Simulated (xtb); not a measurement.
(Z)-2-chloro-3-fluorobut-2-ene (C4H6ClF), SMILES C/C(=C(/Cl)C)F. All values are semi-empirical tight-binding results from xtb (GFN2-xTB unless named), good for trends rather than for accurate numbers. Geometry: GFN2-xTB.

Optimised geometry:

```xyz
12

C      1.6078    -1.6585    -0.1614
C      0.8566    -0.3781    -0.0140
F      1.6863     0.6754     0.1879
C     -0.4555    -0.1702    -0.0468
C     -1.5183    -1.1987    -0.2364
Cl    -1.0684     1.4478     0.1467
H      1.9453    -2.0090     0.8140
H      2.4887    -1.4769    -0.7751
H      1.0010    -2.4263    -0.6265
H     -2.2104    -1.1677     0.6036
H     -1.0976    -2.1963    -0.3074
H     -2.0848    -0.9831    -1.1415
```
Charge 0, spin multiplicity 1.

The geometry has at least one imaginary mode, so it is a saddle point at that level.

orbital gap: 4.59 eV
dipole moment: 3.45 D
static polarisability (D4 model): 63.4 bohr³
solvation energy, GFN2-xTB/ALPB(water): -4.5 kcal/mol
solvation energy, GFN2-xTB/ALPB(toluene): -5.4 kcal/mol

Computed atomic charges and the Wiberg bond orders between heavy atoms:
charges (e) C1 -0.12, C2 0.14, F3 -0.22, C4 0.06, C5 -0.12, Cl6 -0.16, H7 0.07, H8 0.08, H9 0.06, H10 0.08, H11 0.06, H12 0.07. Bond orders C1–C2 1.02, C2–F3 0.96, C2–C4 1.77, C4–C5 1.03, C4–Cl6 0.97.
